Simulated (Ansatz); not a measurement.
Born–Oppenheimer molecular dynamics of Cl₅FH₂MoO (10 atoms, charge 0, multiplicity 1). It starts at the highest image of a converged band. Of that band: A structure lower than the first end lies on the path between it and the top, so the climb from that side starts below the end, which may itself be a saddle point or a shallow side well. A vibrational analysis at the climbing image gives one clearly imaginary mode, 543i cm⁻¹: a first-order saddle point.

These are results of Ansatz 0.2.0, RKS PBE/def2-SVP, not measurements.

```yaml
ensemble: NVE (velocity Verlet)
time_step: 0.5 fs
steps_asked: 121
starting_velocities_drawn_for: 300 K
seed: 6431
```

First frame:

```xyz
10
Properties=species:S:1:pos:R:3
Mo 0.190 0.277 -0.084
Cl -0.655 0.680 2.688
Cl 2.393 0.174 -1.097
Cl -0.202 2.512 -0.384
Cl -2.110 -0.123 -0.035
F 0.404 -1.437 0.602
Cl -0.212 -0.302 -2.309
O 1.537 0.851 1.312
H 2.474 0.660 1.075
H 0.758 0.803 2.350
```

Q: How far do the bonds stretch over the last three quarters of this one trajectory? (Pairs bonded in most of those frames.)

A: 
| bond | mean (Å) | spread (Å) | shortest | longest |
| --- | --- | --- | --- | --- |
| Mo1–Cl2 | 3.033 | 0.021 | 2.98 | 3.06 |
| Mo1–Cl3 | 2.449 | 0.006 | 2.44 | 2.46 |
| Mo1–Cl4 | 2.256 | 0.009 | 2.24 | 2.27 |
| Mo1–Cl5 | 2.325 | 0.002 | 2.32 | 2.33 |
| Mo1–F6 | 1.849 | 0.018 | 1.82 | 1.88 |
| Mo1–Cl7 | 2.302 | 0.037 | 2.26 | 2.37 |
| Mo1–O8 | 2.215 | 0.044 | 2.13 | 2.26 |
| O8–H9 | 0.988 | 0.033 | 0.94 | 1.04 |
| O8–H10 | 1.074 | 0.076 | 0.96 | 1.22 |

Pairs bonded in part of these frames only: Cl2–H10 25 %.

Mean temperature of the second half: 183 K. The conserved energy stayed within 0.21 meV per atom of its start (net change -0.14 meV per atom), so the integration is sound. A run of 0.06 ps of so small a system gives no equilibrium averages. The orbitals stay closed-shell, which can raise the energy where a bond breaks towards radicals; this wasn't checked here.

Time of the run: 6.2 min on 4 threads of Arm Neoverse V2, with other jobs on the host, peak memory 0.31 GiB.
